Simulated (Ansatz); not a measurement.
`C[O][Sn]([OH])([Cl])[Cl]` + H₂S → `C[O][Sn]([SH])([Cl])[Cl]` + H₂O  (ligand exchange at the Sn–O bond)

Computed with Ansatz on PBE0-D4/def2-TZVP structures; ΔE is electronic, products minus reactants. CBS: MP2 limit from def2 TZ/QZ plus the TZ coupled-cluster correction, frozen cores. This one scheme is used for every species. DFT in def2-TZVPP. Elements past krypton have def2 core potentials. For Sn outer-core shells are correlated without core-valence functions, which leaves a few kJ/mol of doubt a bond. One conformer a species, not always the lowest.

Task: Is it downhill or uphill in electronic energy at CCSD(T)/CBS, and by how much? (An estimate is asked.)

Result: Ansatz gave: Downhill: ΔE = -10.9 kcal/mol.

Task: What do these levels give: ωB97X-V, ωB97M-V, PBE, HF/def2-TZVPP, CCSD/def2-TZVPP, HF/CBS(def2)? (Estimate.)

Result: Ansatz gave: ωB97X-V -9.3, ωB97M-V -10.3, PBE -10.7, HF/def2-TZVPP -8.2, CCSD/def2-TZVPP -9.4, HF/CBS(def2) -7.9 kcal/mol.

Largest T1 diagnostic among the species: 0.013.

The D4 term adds −1.5 kcal/mol with B3LYP and −0.8 kcal/mol with PBE0; it sums over pairs of atoms, weighted by their polarisabilities, and B3LYP, whose exchange is more repulsive, gets the larger term. In def2-TZVPP, CCSD(T) changes the Hartree–Fock value by −1.4 kcal/mol (the triples alone add −0.3 kcal/mol) and MP2 by −2.9 kcal/mol.

B3LYP here is the variant with VWN-RPA as its local correlation; programs differ in this.
